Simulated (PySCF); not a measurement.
**What builds the third ionisation energy along the second row**

All values are computed (PySCF 2.14, energy differences of UHF-based or UKS calculations, no spin-orbit coupling). Each column adds one step, in eV (sums use unrounded values): valence MP2, valence CCSD, valence triples, then the next inner shell at CCSD(T) (C 1s, N 1s, O 1s, F 1s, Ne 1s). References (NIST) marked * lie between the lowest fine-structure levels; the others compare directly ((s) semi-empirical, (t) theoretical).

```
                                                    element     UHF  + MP2  + CCSD  + (T)  + inner shell     sum     reference
         C [He] 2s2 → [He] 2s1 (dyall-acv3z, spin-free X2C)  45.797  1.229   0.802  0.000          0.037  47.866        47.888
     N [He] 2s2 2p1 → [He] 2s2 (dyall-acv3z, spin-free X2C)  47.295  0.190  -0.246  0.029          0.051  47.320  47.445 (s) *
 O [He] 2s2 2p2 → [He] 2s2 2p1 (dyall-acv3z, spin-free X2C)  54.607  0.390  -0.215  0.011          0.044  54.836  54.936 (s) *
 F [He] 2s2 2p3 → [He] 2s2 2p2 (dyall-acv3z, spin-free X2C)  62.249  0.594  -0.222  0.003          0.039  62.662  62.708 (s) *
Ne [He] 2s2 2p4 → [He] 2s2 2p3 (dyall-acv3z, spin-free X2C)  61.809  1.231   0.033  0.020          0.029  63.123      63.423 *
```

What remains against the references is mostly basis incompleteness and, for starred values, spin-orbit coupling.

Q: What share of the correlation contribution for Ne comes from the inner shell?

A: The four steps add to 1.313 eV, of which the inner shell gives 0.029 eV, or 2 %.
